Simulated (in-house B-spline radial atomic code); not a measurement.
Radial electron density of Ar⁺, [Ne] 3s1 3p6. Level of theory: non-relativistic LDA PW92, spin-polarised, spherical fractional occupations, point nucleus; calculated with an all-electron radial atomic-structure program (B-spline basis).

Columns: r (bohr), 4πr²n(r) (electrons per bohr), bar.

```
 0.00329   0.4598 #
 0.00394   0.6442 #
 0.00472    0.899 ##
 0.00565    1.246 ###
 0.00677    1.718 ####
 0.00812    2.355 #####
 0.00973    3.191 #######
  0.0117    4.299 #########
   0.014    5.668 ############
  0.0167    7.322 ###############
    0.02    9.332 ####################
   0.024    11.65 #########################
  0.0288    14.15 ##############################
  0.0345    16.59 ###################################
  0.0413    18.73 #######################################
  0.0495    20.23 ###########################################
  0.0593    20.79 ############################################
   0.071    20.24 ###########################################
  0.0851    18.73 #######################################
   0.102    16.75 ###################################
   0.122    15.15 ################################
   0.146    14.68 ###############################
   0.175    15.76 #################################
    0.21    18.01 ######################################
   0.252    20.22 ###########################################
   0.302    20.88 ############################################
   0.362    19.06 ########################################
   0.433    15.08 ################################
   0.519    10.24 ######################
   0.622    6.375 #############
   0.745    4.554 ##########
   0.893    4.536 ##########
    1.07    5.167 ###########
    1.28    5.303 ###########
    1.54    4.503 #########
    1.84    3.156 #######
     2.2    1.802 ####
    2.64   0.8119 ##
    3.16    0.288 #
    3.79  0.07549 
    4.54  0.01424 
    5.44 0.001803
```

On this grid the curve has 3 maxima, near 0.0593, 0.302, 1.28 bohr.

The 3p up radial function P(r) = rR(r), positive near the nucleus:

```json
{"r (bohr)": "0.00394", "P": "0.0008807"}
{"r (bohr)": "0.00565", "P": "0.001783"}
{"r (bohr)": "0.00812", "P": "0.003603"}
{"r (bohr)": "0.0117", "P": "0.007245"}
{"r (bohr)": "0.0167", "P": "0.01412"}
{"r (bohr)": "0.024", "P": "0.02733"}
{"r (bohr)": "0.0345", "P": "0.05148"}
{"r (bohr)": "0.0495", "P": "0.09296"}
{"r (bohr)": "0.071", "P": "0.1588"}
{"r (bohr)": "0.102", "P": "0.2513"}
{"r (bohr)": "0.146", "P": "0.3537"}
{"r (bohr)": "0.21", "P": "0.4205"}
{"r (bohr)": "0.302", "P": "0.3675"}
{"r (bohr)": "0.433", "P": "0.1227"}
{"r (bohr)": "0.622", "P": "-0.295"}
{"r (bohr)": "0.893", "P": "-0.7054"}
{"r (bohr)": "1.28", "P": "-0.86"}
{"r (bohr)": "1.84", "P": "-0.6777"}
{"r (bohr)": "2.64", "P": "-0.3482"}
{"r (bohr)": "3.79", "P": "-0.1061"}
{"r (bohr)": "5.44", "P": "-0.01608"}
```
